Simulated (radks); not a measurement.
Numerical settings for the cobalt ion Co2+, [Ar] 3d7. Method: Dirac Kohn-Sham, BLYP, spin-unpolarised, spherical densities, finite nucleus; open shells are shared between the two j in proportion to 2j + 1; Fermi nuclear charge, rms radius 3.7875 fm; computed with a radial shooting solver on a logarithmic mesh with Libxc functionals. The defaults (mesh step 0.008 in ln r, mesh end at 40 bohr or more with all orbitals vanishing there, Anderson mixing 0.5 over 9 steps, residual threshold near 1e-9 with the energy settled to 1e-9 hartree or 1e-11 of itself, here a cap of 53 iterations) give E = -1392.5550 hartree and 3d5/2 at -27.007 eV in 18 iterations. Run on one thread of a shared host, so times are rough (Arm Neoverse N1): 0.13 s of CPU time, 0.13 s wall, 18 iterations on 2189 mesh points. Changes against that run (0 stands for a change within the tolerance of the run):

| setting | iterations | converged | E (mhartree) | e(3d5/2) (meV) | CPU (s) |
|---|---|---|---|---|---|
| mesh step in ln r 0.005 | 19 | yes | 0 | 0 | 0.2 |
| mesh step in ln r 0.12 | 4 | no | diverged | - | 0.01 |
| mesh step in ln r 0.2 | 13 | no | diverged | - | 0.04 |
| mesh end (bohr) 1 | 16 | level above zero | +5.9e+04 | +2.2e+05 | 0.12 |
| mesh end (bohr) 12 | 18 | yes | 0 | 0 | 0.12 |
| residual threshold 1e-13 | 53 | no | 0 | 0 | 0.23 |
| residual threshold 0.1 | 10 | yes | +0.000213 | -7.18 | 0.09 |
| mixing 0.05 | 25 | yes | 0 | 0 | 0.17 |
| linear mixing, mixing 0.8 | 15 | no | diverged | - | 0.18 |
| linear mixing, mixing 0.05 | 53 | no | +0.542 | -1.3e+03 | 0.32 |
| mixing history 2 | 32 | yes | 0 | 0 | 0.18 |
| iteration cap 2 | 2 | no | +855 | -3.17e+04 | 0.02 |

Settled on a wrong energy, with an occupied level pushed above zero by the early mesh end: mesh end (bohr) 1 (+59 hartree). Apart from these: no run marked as converged misses the energy by more than 1 mhartree. A mesh that ends early acts as a hard wall.
